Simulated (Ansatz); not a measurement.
`[F][Sn]([SH])([Cl])[Cl]` + H₂ → `[SH][SnH]([Cl])[Cl]` + H–F at 700 K and 1 bar (hydrogenolysis of the Sn–F bond).

Program: Ansatz. Geometries: PBE0-D4/def2-TZVP. ΔE: electronic, gas phase. CBS: MP2 limit from def2 TZ/QZ plus the TZ coupled-cluster correction, frozen cores. This one scheme is used for every species. Elements past krypton have def2 core potentials. For Sn outer-core shells are correlated without core-valence functions, which leaves a few kJ/mol of doubt a bond. One conformer a species, not always the lowest.

```tsv
species	CCSD(T)/CBS energy (Eh)	H − E (kJ/mol)	S (J/(mol·K))
`[F][Sn]([SH])([Cl])[Cl]`	-1631.90568	106.6	496.8
H₂	-1.17544	46.8	155.3
`[SH][SnH]([Cl])[Cl]`	-1532.67433	113.2	469.6
H–F	-100.39570	45.2	198.5
```

H − E and S are ideal-gas, rigid-rotor, harmonic terms from PBE0-D4/def2-TZVP, for one conformer and one mirror image of each species. For small species the MP2-based limit differs from directly extrapolated CCSD(T) by up to some mEh (0.8 for H₂); such offsets cancel only in part. 1 Eh = 2625.50 kJ/mol, R = 8.31446 J/(mol·K).

**Question.** By hand: ΔE, ΔH, ΔS and ΔG.

**Answer.** ΔE = (-1532.67433) + (-100.39570) − (-1631.90568) − (-1.17544) = 0.01109 Eh = 29.1 kJ/mol. Δ(H − E) = 113.2 + 45.2 − 106.6 − 46.8 = 5.0, so ΔH = 34.1 kJ/mol. ΔS = 469.6 + 198.5 − 496.8 − 155.3 = 16.0 J/(mol·K). ΔG = 34.1 − 700 × (16.0)/1000 = 22.9 kJ/mol.

**Question.** By hand: the equilibrium constant, and the temperature at which ΔG would vanish if ΔH and ΔS stayed fixed.

**Answer.** log₁₀ K = −ΔG/(RT ln 10) = -1.7. ΔG = 0 at ΔH/ΔS = 2131 K, though so small a ΔS makes that figure unsure.

ΔH outweighs TΔS. A doubt of 5 kJ/mol in ΔE shifts log₁₀ K by 0.4 here. Other conformers and mirror images would add mixing entropy, several J/(mol·K) or more a flexible species. Modes under 60 cm⁻¹, often nearly free rotors, make the harmonic entropy too high. These are equilibria of isolated gas molecules and say nothing of rates. Largest T1 diagnostic: 0.012 (customary marks: 0.02 for closed shells, 0.045 for open ones).
